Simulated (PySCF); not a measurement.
## Electron correlation in N²⁺ (nitrogen, charge +2)

[He] 2s1 2p2, high-spin 4P determinant (an excited configuration). Calculation: PySCF 2.14, in x2c-QZVPPall with one added diffuse shell each of s, p, d, f type (8s5p4d3f1g, 73 functions); the spin-free X2C one-electron Hamiltonian (Gaussian nucleus). Frozen: 1s2; 3 electrons correlated.

```tsv
level	correlation energy (mhartree)
CCSD	-16.73
(T)	-0.04
CCSD(T)	-16.77
```

Diagnostics: T1 = 0.00100, D1 = 0.0018, largest double amplitude 0.016.

Q: Is a single reference adequate?

A: Yes: T1 lies below 0.03 and no double amplitude reaches 0.07.
